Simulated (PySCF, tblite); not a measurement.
Isomers of C9H11B. Level: GFN2-xTB in tblite, geometry and Hessian alike; calculated harmonic values, unscaled, isolated species. The method is semi-empirical: single wavenumbers can be off by several per cent or more. Modes of hydrogen on boron can be 10 to 20 % off. One conformer each.

Electronic energies: PBE0-D3(BJ)/def2-SVP at its own geometries (PySCF, gas phase).

```
            SMILES  electronic energy, lowest = 0 (kcal/mol)
  C=CCB1C=CC=CC=C1                                       0.0
C=C(C)C1=CBC=CC=C1                                       4.1
  C=CCC1=CC=CBC=C1                                       7.8
```

How do GFN2-xTB zero-point energies change the relative energies?

```
            SMILES  ZPE (kcal/mol)  of it from modes above 1550 cm⁻¹  electronic (kcal/mol)  with ZPE, lowest = 0 (kcal/mol)  lowest mode (cm⁻¹)  rings
  C=CCB1C=CC=CC=C1           106.8                              54.5                    0.0                              0.0                  29      1
C=C(C)C1=CBC=CC=C1           106.1                              54.1                    4.1                              3.4                  36      1
  C=CCC1=CC=CBC=C1           106.3                              53.9                    7.8                              7.4                  31      1
```

The zero-point energies span 0.7 kcal/mol, from `C=C(C)C1=CBC=CC=C1` to `C=CCB1C=CC=CC=C1`. The order is unchanged.

And how do the electronic energies of GFN2-xTB itself compare?

`C=CCB1C=CC=CC=C1` 10.7; `C=C(C)C1=CBC=CC=C1` 0.0; `C=CCC1=CC=CBC=C1` 4.3 kcal/mol, lowest = 0. Against the energies above, taken from the same isomer `C=CCB1C=CC=CC=C1`, the largest difference is 14.8 kcal/mol. The two levels were optimised apart and needn't hold the same conformer.

What do entropy and thermal enthalpy add at 298.15 K and 1 bar (rigid rotor, harmonic oscillator, one conformer each)?

```csv
SMILES,point group,symmetry number,S (cal/(mol K)),H − H(0) (kcal/mol),ZPE + H − H(0) − TS (kcal/mol)
C=CCB1C=CC=CC=C1,C1,1,100.6,6.97,83.8
C=C(C)C1=CBC=CC=C1,C1,1,99.7,7.02,83.4
C=CCC1=CC=CBC=C1,C1,1,99.7,6.88,83.5
```
